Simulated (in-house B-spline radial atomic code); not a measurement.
A radial electron density 4πr²n(r) was computed for an atom or ion in its tabulated ground configuration with an all-electron radial atomic-structure program (B-spline basis); method: non-relativistic HSE06, spin-polarised, spherical fractional occupations, exact exchange averaged over the configuration. Columns: r (bohr), 4πr²n(r) (electrons per bohr), bar.

```
 0.00162    1.386 #
 0.00198    2.011 #
 0.00242    2.897 ##
 0.00295    4.122 ###
 0.00361    5.848 ####
  0.0044    8.143 ######
 0.00538    11.24 ########
 0.00657     15.2 ###########
 0.00803    20.16 ##############
  0.0098    25.99 ##################
   0.012    32.59 #######################
  0.0146     39.1 ############################
  0.0179    45.14 ################################
  0.0218    49.24 ###################################
  0.0267    50.78 ####################################
  0.0326    49.42 ###################################
  0.0398     46.2 #################################
  0.0486    43.42 ###############################
  0.0593    43.85 ###############################
  0.0725    48.95 ##################################
  0.0885    56.83 ########################################
   0.108    62.48 ############################################
   0.132     60.9 ###########################################
   0.161    51.99 #####################################
   0.197    42.07 ##############################
   0.241    39.28 ############################
   0.294       44 ###############################
   0.359    47.71 ##################################
   0.439    42.05 ##############################
   0.536     28.6 ####################
   0.654    16.22 ###########
   0.799    10.67 ########
   0.976    10.18 #######
    1.19    9.702 #######
    1.46    7.098 #####
    1.78    3.919 ###
    2.17    1.655 #
    2.65   0.5452 
    3.24   0.1427 
    3.96  0.02822 
    4.84 0.003641 
    5.91 0.0002668
```

(1) Which atom or ion is it?
A. Mo3+
B. Nb3+
C. Nb2+
D. Zr3+

## Answers

(1) B. The area under the curve, ∫4πr²n dr = ∫r·4πr²n d(ln r) on this logarithmic grid, is 38 electrons, which only this option has. The configuration is [Kr] 4d2.
